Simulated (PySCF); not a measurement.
C2H5FO2Si.

```xyz
11

C     -1.8597    -0.5423     0.8870
Si    -0.6300     0.5537     0.0092
F     -1.0099     0.6933    -1.5828
C      1.1049    -0.2458     0.2457
O      1.4986    -0.4966     1.3742
O      1.8292    -0.5004    -0.8667
H     -2.8615    -0.0728     0.9444
H     -1.9557    -1.5164     0.3668
H     -1.4948    -0.7327     1.9168
H     -0.5486     1.9355     0.5853
H      2.6766    -0.9000    -0.5539
```
Charge 0, spin multiplicity 1.

Coordinates come from a PBE-D3(BJ)/def2-SVP optimisation. The structure was generated by enumeration; whether it is a known compound was not checked. The values are those of a single conformer.

Level of theory: PBE/pcSseg-1 in PySCF. Non-relativistic, no solvent.

Q: Give the absolute GIAO shielding of each atom: isotropic value and principal components (ppm). (Estimate from the structure and the level; the computed values follow.)

A: 
```
atom  σ(iso)     σ11     σ22    σ33   span
----  ------  ------  ------  -----  -----
C1     180.7   168.5   186.4  187.0   18.5
Si2    339.8   256.4   353.6  409.5  153.1
F3     350.5   323.0   360.6  367.9   44.8
C4      -5.4  -101.8    15.8   69.8  171.6
O5    -167.3  -454.5  -270.9  223.4  677.9
O6      68.2  -124.3   122.4  206.5  330.8
H7      30.3    26.6    27.4   36.9   10.3
H8      30.4    26.7    28.2   36.3    9.6
H9      30.5    25.9    28.6   37.0   11.1
H10     25.8    22.9    24.2   30.3    7.5
H11     24.5    18.4    24.0   31.1   12.7
```
